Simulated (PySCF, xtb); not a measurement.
BiI3, SMILES [I][Bi]([I])[I].

Harmonic wavenumbers (cm⁻¹) from GFN2-xTB run with xtb at its own minimum, in rising order: 52, 52, 67, 190, 190, 201.

What does B3LYP-D3(BJ)/def2-SVP run with PySCF give at its own minimum? (Estimate from the structure and the level; the computed values follow.)

46, 46, 58, 164, 164, 166. Paired by order, the mean absolute difference is 18 cm⁻¹ and the zero-point energies are 1.1 and 0.9 kcal/mol.
